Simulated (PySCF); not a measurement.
# Gallium: a sound run and one with changed settings

Sound run: Ga⁺ [Ar] 3d10 4s2, Ga²⁺ [Ar] 3d10 4s1. All numbers are calculated (PySCF 2.14, scalar relativity through the core potential, in aug-cc-pVDZ-PP with ECP10MDF). In the sound run the correlated levels freeze 3s2 3p6 3d10 outside the core potential. The sound run starts from symmetry-adapted Hartree-Fock orbitals and uses a fine grid where one is needed.

Changed run: initial guess minao, at most 50 SCF cycles.

```
species   method  sound run (hartree)  changed run (hartree)  converged
    Ga⁺      UHF           -258.08833             -258.08833        yes
    Ga⁺     MN15           -259.56838             -259.56838        yes
    Ga⁺  CCSD(T)           -258.12375             -258.12375        yes
   Ga²⁺   M06-2X           -258.60484             -258.60484        yes
```

Here the plain start reaches the same solutions.
